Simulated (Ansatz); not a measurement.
Species: YBr, charge 0, multiplicity 1. SMILES: [Br][Y]
Coordinates optimised at B3LYP-D3(BJ)/def2-TZVP (Ansatz, a first-principles code):
```xyz
2

Y      0.0000     0.0000    -1.2121
Br     0.0000     0.0000     1.3506
```

Quantity: vertical ionisation energy (to the doublet state of charge +1; each state is the SCF solution reached for its spin; for the singlet the Hartree-Fock reference is unstable and T1 is 0.014), in eV. Cores are frozen in the correlated levels unless marked. Open shells are spin-unrestricted. No spin-orbit coupling. The frozen core is the preceding noble-gas configuration, with the filled d and f shells of earlier blocks. Past Kr the def2 sets carry scalar-relativistic core potentials. Basis-set limits of correlation are two-point, X^-3; Hartree-Fock from the larger set.

```json
[
 {"level": "PBE/def2-TZVPD", "program": "Ansatz", "vertical ionisation energy (eV)": "6.42"},
 {"level": "r2SCAN/def2-TZVPD", "program": "Ansatz", "vertical ionisation energy (eV)": "…"},
 {"level": "PBE0/def2-TZVPD", "program": "Ansatz", "vertical ionisation energy (eV)": "6.42"},
 {"level": "CAM-B3LYP/def2-TZVPD", "program": "Ansatz", "vertical ionisation energy (eV)": "6.56"},
 {"level": "CCSD/def2-TZVPPD", "program": "Ansatz", "vertical ionisation energy (eV)": "…"},
 {"level": "CCSD(T)/CBS(def2-TZVPPD,def2-QZVPPD)", "program": "Ansatz", "vertical ionisation energy (eV)": "…"}
]
```

**Question.** Complete the blanks.

**Answer.** 
- r2SCAN/def2-TZVPD, vertical ionisation energy (eV): 6.18
- CCSD/def2-TZVPPD, vertical ionisation energy (eV): 6.49
- CCSD(T)/CBS(def2-TZVPPD,def2-QZVPPD), vertical ionisation energy (eV): 6.53
